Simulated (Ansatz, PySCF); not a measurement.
B2F3, SMILES B(F)(F)[B]F (connectivity only; charge and spin as stated), charge +1, multiplicity 1. Atoms are numbered in the order given.

```xyz
5

F      0.0000     0.0000     2.2950
B      0.0000     0.0000     1.0744
B      0.0000     0.0000    -0.6957
F      0.0000    -1.1550    -1.2527
F      0.0000     1.1550    -1.2527
```
Charge +1, spin multiplicity 1.

The structure is a stationary point at PBE0-D3(BJ)/def2-SVP. The spin state was assumed, not searched. The isomer is the one that the SMILES or the coordinates give; other isomers of the formula were not compared. One conformer was computed; it need not be the lowest.

Vertical ionisation energy (IE) and electron affinity (EA) in eV. Rows of orbital energies are one-electron estimates. Where ΔSCF, EOM or ADC give a negative EA the extra electron is unbound and the value depends on the basis.

```
level                                                                   IE     EA
-------------------------------------------------------------------  -----  -----
−ε(HOMO), −ε(LUMO), r2SCAN/def2-TZVPD (PySCF)                        16.68  10.58
ΔSCF, PBE0/def2-SVPD (Ansatz), final states of multiplicity 2 and 2  21.03   7.48
```

What vertical singlet–triplet gap does ΔSCF give with PBE0/def2-SVPD (Ansatz, a program for electronic structure)? (Estimate from the structure and the level; the computed values follow.)

5.46 eV (triplet above singlet where positive).
